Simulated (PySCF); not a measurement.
PySCF input file for Te(OMe)2 (C2H6O2Te), SMILES CO[Te]OC, IEF-PCM-PBE0/def2-SVP. Geometry optimised at PBE0-D3(BJ)/def2-SVP. The def2 effective core potentials stand for the cores of Te; spin–orbit coupling is left out. Other conformers were not sampled.

```python
import numpy as np
from pyscf import gto, scf, dft
from pyscf.solvent import pcm

mol = gto.M(
    atom='''
    Te    0.00000000   -0.00000000    0.67878715
    O    -1.33894887    0.66000969   -0.63213273
    C    -2.09079947   -0.30410178   -1.33079314
    H    -2.68869684   -0.94608925   -0.65858200
    H    -2.78016048    0.24359947   -1.99344907
    H    -1.45369167   -0.95505619   -1.95461407
    O     1.33894886   -0.66000969   -0.63213274
    C     2.09079946    0.30410178   -1.33079315
    H     2.68869684    0.94608925   -0.65858202
    H     2.78016047   -0.24359947   -1.99344909
    H     1.45369165    0.95505618   -1.95461408
    ''',
    basis='def2-SVP',
    ecp={'Te': 'def2-svp'},
    charge=0,
    spin=0,
    max_memory=1600,
    verbose=3,
)
mf = dft.RKS(mol, xc='pbe0').density_fit(auxbasis='def2-universal-jkfit')
mf.grids.level = 3
mf.conv_tol = 1e-9
mf.max_cycle = 100
mf.kernel()
res = {}
for name, eps in {'water': 78.355, 'dichloromethane': 8.93, 'chlorobenzene': 5.6968}.items():
    s = mf.PCM()
    s.with_solvent.method, s.with_solvent.eps, s.with_solvent.lebedev_order = 'IEF-PCM', eps, 29
    s.kernel(mf.make_rdm1())
    res[name] = (s.e_tot, eps, s.dip_moment(), s.mo_energy, s.converged)
    print(f'{name}: electrostatic solvation free energy {(s.e_tot - mf.e_tot) * 627.509474:.3f} kcal/mol')
```

Output:

```
converged SCF energy = -497.809615381322

WARN: PCM is an experimental feature. It is still in testing.
Features and APIs may be changed in the future.

converged SCF energy = -497.816951636014
Dipole moment(X, Y, Z, Debye): -0.00000,  0.00000,  0.55792
water: electrostatic solvation free energy -4.604 kcal/mol

WARN: PCM is an experimental feature. It is still in testing.
Features and APIs may be changed in the future.

converged SCF energy = -497.815795223905
Dipole moment(X, Y, Z, Debye): -0.00000,  0.00000,  0.50667
dichloromethane: electrostatic solvation free energy -3.878 kcal/mol

WARN: PCM is an experimental feature. It is still in testing.
Features and APIs may be changed in the future.

converged SCF energy = -497.815131525069
Dipole moment(X, Y, Z, Debye): -0.00000,  0.00000,  0.48033
chlorobenzene: electrostatic solvation free energy -3.461 kcal/mol
```

Self-consistency was reached.

Cost: about 80 core-seconds (a rough figure).
